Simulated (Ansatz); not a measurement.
cis-OsH2(PH3)4 (P4OsH14), relaxed as a triplet with UKS PBE-D4/def2-SVP in Ansatz, starting from the PBE-D4/def2-SVP geometry of the neutral singlet. Force threshold 0.02 eV/Å.

In the def2 sets Os takes a core potential; there is no spin–orbit coupling. The name describes the singlet; other states may take another shape. At PBE-D4/def2-SVP a singlet of charge 0 lies 2.95 eV below the triplet, each at its own geometry.

Start:

```xyz
19

Os    0.150   -0.344   -0.295
H     1.549   -1.219   -0.600
P    -1.930    0.711   -0.101
H    -2.501    1.421   -1.218
H    -2.217    1.752    0.862
H    -3.118   -0.053    0.191
H    -0.463   -1.280   -1.546
P     1.271    0.808    1.405
H     2.460    1.570    1.116
H     1.839    0.097    2.524
H     0.662    1.839    2.216
P     0.918    0.988   -2.014
H     1.980    1.942   -1.816
H     0.043    1.883   -2.728
H     1.481    0.355   -3.169
P    -0.404   -2.172    0.997
H     0.166   -2.377    2.305
H    -0.119   -3.480    0.488
H    -1.767   -2.440    1.384
```

```json
{"step": "1", "energy (eV)": "-39820.5344", "largest force component (eV/Å)": "1.570", "SCF passes": "53"}
{"step": "2", "energy (eV)": "-39821.0380", "largest force component (eV/Å)": "1.029", "SCF passes": "37"}
{"step": "3", "energy (eV)": "-39821.2853", "largest force component (eV/Å)": "0.847", "SCF passes": "33"}
{"step": "4", "energy (eV)": "-39821.4994", "largest force component (eV/Å)": "0.432", "SCF passes": "31"}
{"step": "5", "energy (eV)": "-39821.6417", "largest force component (eV/Å)": "0.381", "SCF passes": "27"}
{"step": "6", "energy (eV)": "-39821.7533", "largest force component (eV/Å)": "0.385", "SCF passes": "27"}
{"step": "7", "energy (eV)": "-39821.8280", "largest force component (eV/Å)": "0.672", "SCF passes": "26"}
{"step": "8", "energy (eV)": "-39821.8619", "largest force component (eV/Å)": "0.248", "SCF passes": "22"}
{"step": "9 (rejected)", "energy (eV)": "-39821.8609", "largest force component (eV/Å)": "0.224", "SCF passes": "25"}
{"step": "10", "energy (eV)": "-39821.8761", "largest force component (eV/Å)": "0.037", "SCF passes": "22"}
{"step": "11", "energy (eV)": "-39821.8836", "largest force component (eV/Å)": "0.097", "SCF passes": "22"}
{"step": "14", "energy (eV)": "-39821.8927", "largest force component (eV/Å)": "0.045", "SCF passes": "21"}
{"step": "17", "energy (eV)": "-39821.8970", "largest force component (eV/Å)": "0.055", "SCF passes": "21"}
{"step": "20", "energy (eV)": "-39821.8979", "largest force component (eV/Å)": "0.051", "SCF passes": "22"}
{"step": "23", "energy (eV)": "-39821.9112", "largest force component (eV/Å)": "0.180", "SCF passes": "27"}
{"step": "26", "energy (eV)": "-39821.9639", "largest force component (eV/Å)": "0.361", "SCF passes": "26"}
{"step": "29", "energy (eV)": "-39822.0651", "largest force component (eV/Å)": "0.159", "SCF passes": "22"}
{"step": "32", "energy (eV)": "-39822.0833", "largest force component (eV/Å)": "0.316", "SCF passes": "21"}
{"step": "35", "energy (eV)": "-39822.0976", "largest force component (eV/Å)": "0.299", "SCF passes": "20"}
{"step": "38", "energy (eV)": "-39822.1071", "largest force component (eV/Å)": "0.084", "SCF passes": "20"}
{"step": "41", "energy (eV)": "-39822.1107", "largest force component (eV/Å)": "0.070", "SCF passes": "20"}
{"step": "44", "energy (eV)": "-39822.1133", "largest force component (eV/Å)": "0.095", "SCF passes": "21"}
{"step": "47 (rejected)", "energy (eV)": "-39822.1140", "largest force component (eV/Å)": "0.099", "SCF passes": "20"}
{"step": "50", "energy (eV)": "-39822.1155", "largest force component (eV/Å)": "0.042", "SCF passes": "15"}
{"step": "53", "energy (eV)": "-39822.1158", "largest force component (eV/Å)": "0.008", "SCF passes": "20"}
```

Force components are those of the run's own axes.

End:

```
atom   x (Å)   y (Å)   z (Å)
 Os1  -0.014  -0.533   0.080
  H2   1.462  -1.291   0.060
  P3  -2.102   0.544  -0.271
  H4  -2.177   1.777  -1.013
  H5  -2.951   0.984   0.810
  H6  -3.162  -0.118  -0.986
  H7   0.448  -1.003  -1.434
  P8   1.311   0.864   1.359
  H9   2.220   1.776   0.708
 H10   2.266   0.321   2.286
 H11   0.762   1.842   2.268
 P12   0.872   1.595  -2.079
 H13   2.098   0.907  -2.369
 H14   1.259   2.755  -2.888
 H15   0.157   1.001  -3.172
 P16  -0.505  -2.384   1.369
 H17   0.493  -2.972   2.223
 H18  -0.864  -3.614   0.709
 H19  -1.572  -2.451   2.340
```

By distances, no bond broke or formed. The bond that changes most is Os1–P12, from 2.31 to 3.16 Å (atoms count from 1).

The force fell under the threshold at step 45, but the optimiser went on. No frequencies were taken in this run, so the end may be a saddle point.

Run time 1.8 min (4 threads of Intel Xeon 6975P-C on a shared host).
